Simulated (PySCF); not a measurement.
Compound: CF3SO2Cl.
Cartesian coordinates in Å at the PBE0-D3(BJ)/def2-SVP level; atoms count from 1:
```
atom  x, y, z in Å
O1     1.3258   -0.1780    1.4673
S2     0.9534   -0.1165    0.0769
O3     1.4111   -1.0536   -0.9166
Cl4    1.3015    1.8020   -0.6113
C5    -0.9191   -0.0936   -0.0074
F6    -1.3273   -1.2942    0.3403
F7    -1.3831    0.8042    0.8286
F8    -1.3031    0.1802   -1.2318
```

All values: PBE0/def2-SVPD (PySCF, non-relativistic), on one gas-phase PBE0-D3(BJ)/def2-SVP geometry that isn't relaxed in the solvent. The solvent is an IEF-PCM continuum (Bondi radii, 1.10 Å for H, scaled by 1.2). Specific hydrogen bonds and non-electrostatic terms are outside this model.

Gas phase at PBE0/def2-SVPD: HOMO -9.97 eV, LUMO -2.72 eV, dipole 1.78 D.

Q: What does the continuum do to the energy, the frontier levels and the dipole at PBE0/def2-SVPD in benzene and chloroform?

A: 
| solvent | ε | E(solvent) − E(gas) (kcal/mol) | polarisation term (kcal/mol) | distortion of the solute (kcal/mol) | HOMO (eV) | LUMO (eV) | dipole (D) |
| --- | --- | --- | --- | --- | --- | --- | --- |
| benzene | 2.271 | -1.18 | -1.24 | 0.06 | -9.92 | -2.64 | 1.99 |
| chloroform | 4.711 | -1.89 | -2.06 | 0.17 | -9.90 | -2.61 | 2.12 |

The first energy column is the sum of the next two and covers electrostatics alone. From benzene to chloroform the lowering changes by a factor 1.61, Onsager's factor (ε − 1)/(2ε + 1) by 1.55 and ε itself by 2.1.

Q: Which radius a makes the point-dipole formula ΔE = −[(ε − 1)/(2ε + 1)]·μ²/a³ give the value in chloroform, with the gas-phase dipole?

A: μ = 0.700 au and |ΔE| = 0.00302 Eh give a = 2.05 Å; the farthest nucleus lies 2.29 Å from the centroid of the nuclei, so such a sphere wouldn't even hold the nuclei. The formula assumes a rigid point dipole at the centre of a sphere.

Q: Give the dipole vector in the frame of the coordinates (D, pointing from negative to positive charge), gas and chloroform.

A: Gas (-1.37, 1.04, -0.43), solvent (-1.60, 1.28, -0.53). Its length changes by +19 % and its direction by 1°.

Q: How does the static polarisability (PBE0/def2-SVPD, frozen core, with the continuum's full static response) change?

A: 
| medium | isotropic (au) | principal values (au) | ⟨r²⟩ of the electrons (bohr²) |
| --- | --- | --- | --- |
| gas | 58.5 | 53.0, 54.8, 67.6 | 1046.1 |
| benzene | 66.0 | 60.0, 61.1, 76.8 | 1046.2 |
| chloroform | 71.0 | 64.9, 65.3, 82.8 | 1046.3 |

The isotropic value in chloroform is 1.21 times the gas-phase one; no cavity-field correction is applied. ⟨r²⟩ is taken about the centre of nuclear charge.

Hardware: AMD EPYC 9R14, one thread, shared host with 96 logical CPUs at a one-minute load of 43. Cost: 15 s wall, 0.88 GiB resident at most. This is the whole response run at PBE0/def2-SVPD in chloroform, SCF included.
